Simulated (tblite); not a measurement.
C5H5F3O.
Numbering: `[CH2:1]=[C:2]1[C@@H:3]([F:4])[O:5][C@@H:6]1[CH:7]([F:8])[F:9]` (hydrogens: H10, H11 on C1; H12 on C3; H13 on C6; H14 on C7)

Structure optimised with GFN2-xTB, isolated species.

(1) List the bond lengths, angles and torsions at this level.

## Answers

(1) 
| bond | length (Å) | order |
| --- | --- | --- |
| C1=C2 | 1.313 | double |
| C2–C3 | 1.507 | single |
| C3–F4 | 1.365 | single |
| C3–O5 | 1.409 | single |
| O5–C6 | 1.433 | single |
| C6–C7 | 1.530 | single |
| C7–F8 | 1.351 | single |
| C7–F9 | 1.352 | single |
| C2–C6 | 1.509 | single |
| C1–H10 | 1.076 | single |
| C1–H11 | 1.077 | single |
| C3–H12 | 1.097 | single |
| C6–H13 | 1.097 | single |
| C7–H14 | 1.100 | single |

Orders are formal, as drawn. A selection of angles:
| angle | degrees |
| --- | --- |
| C2–C1–H10 | 121.1 |
| C2–C1–H11 | 121.1 |
| H10–C1–H11 | 117.7 |
| C1–C2–C3 | 137.1 |
| C1–C2–C6 | 136.6 |
| C3–C2–C6 | 86.3 |
| C2–C3–F4 | 114.3 |
| C2–C3–O5 | 90.9 |
| C2–C3–H12 | 119.1 |
| F4–C3–O5 | 111.8 |
| F4–C3–H12 | 106.7 |
| O5–C3–H12 | 113.7 |
| C3–O5–C6 | 93.0 |
| O5–C6–C7 | 112.0 |
| O5–C6–H13 | 112.5 |
| C7–C6–H13 | 108.4 |
| C2–C6–O5 | 89.9 |
| C2–C6–C7 | 116.5 |
| C2–C6–H13 | 116.5 |
| C6–C7–F8 | 111.4 |
| C6–C7–F9 | 110.0 |
| C6–C7–H14 | 111.9 |
| F8–C7–F9 | 106.5 |
| F8–C7–H14 | 108.1 |
| F9–C7–H14 | 108.8 |

Torsions: C1–C2–C3–F4 66° (synclinal); C2–C3–O5–C6 -1° (synperiplanar); C3–O5–C6–C7 119° (anticlinal); O5–C6–C7–F8 -70° (synclinal); C1–C2–C6–O5 180° (antiperiplanar).

The C–C distances run from 1.313 Å (C1=C2, drawn double) to 1.530 Å (C6–C7, drawn single), a spread of 0.217 Å. The 4-membered ring C2–C3–O5–C6 has internal angles of 86.3° to 93.0° (sum 360°, against 360° for a flat polygon); it is planar, 0.00 Å rms from its mean plane, widest ring torsion 1°. O5 (cyclic ether oxygen) is bent (angle 93.0°). Of the pairs four or more bonds apart, C3···F8 is among the closest relative to their van der Waals radii: 3.30 Å, 104 % of the sum of Bondi's values. The 2 C–O bonds span 1.409 Å (C3–O5, drawn single) to 1.433 Å (O5–C6, drawn single), a spread of 0.024 Å.

Point group: C1 (no symmetry element, even within 0.4 Å). Its GFN2-xTB frequencies are all real (lowest 39 cm⁻¹). The numbers are those of one conformer.

The run took 0.59 s wall on an Arm Neoverse N1 with one thread, no GPU (shared host). That covers the optimisation of the geometry.

All values are computed, not measured.
